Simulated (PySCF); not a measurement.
```xyz
3
charge -1 multiplicity 1, angstrom
Tl    0.0000    0.0000   -0.2260
F     1.6989    0.0000    1.1864
F    -1.6989    0.0000    1.1864
```

All numbers come from PBE0/[Tl def2-TZVPD with ECP60, F def2-TZVPD], scalar-relativistic core potentials, density fitting, no spin–orbit coupling, PySCF.

This geometry of TlF₂⁻ is a stationary point at this level.

**Question.** What is the point group?

**Answer.** C2v.

**Question.** Is it a minimum?

**Answer.** Yes: all harmonic wavenumbers are real.

**Question.** What are the dipole moment and the gap between the highest occupied and lowest empty levels?

**Answer.** 5.57 D about the centre of mass and 5.20 eV.

**Question.** Give the ideal-gas entropy at 298.15 K and 1 bar by parts.

**Answer.** translation 177.4, rotation 101.0, vibration 22.8, spin 0.0; total 301.1 J/(mol K).

Other isomers or separated fragments may lie lower. The lowest empty level of this anion is unbound, so it and the gap depend on the basis. Spin–orbit coupling, left out here, can matter for elements this heavy.
